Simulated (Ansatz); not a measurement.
H8O2Si3 (`O[SiH](O)[SiH2][SiH3]`). The species carries charge 0 and has multiplicity 1.

Cartesian coordinates in Å:
```
O -2.714 1.026 0.408
Si -1.505 -0.079 0.229
O -1.446 -0.724 -1.286
Si 0.635 0.827 0.527
Si 2.266 -0.694 -0.174
H -2.632 1.850 -0.074
H -1.850 -1.121 1.230
H -2.201 -1.236 -1.583
H 0.754 2.089 -0.261
H 0.835 1.171 1.964
H 2.153 -0.917 -1.639
H 2.071 -1.994 0.525
H 3.634 -0.197 0.133
```

Give the diagnostics of a CCSD(T)/def2-TZVPP run (frozen core, Ansatz 0.2.0). (An estimate is asked.)

Computed: T1 = 0.0132, largest single amplitude 0.017, largest double 0.018, (T) share of the correlation energy 3.4 %, 9 CCSD cycles. The RHF solution is stable towards an unrestricted one. T1 lies under the customary mark of 0.02 for closed shells.
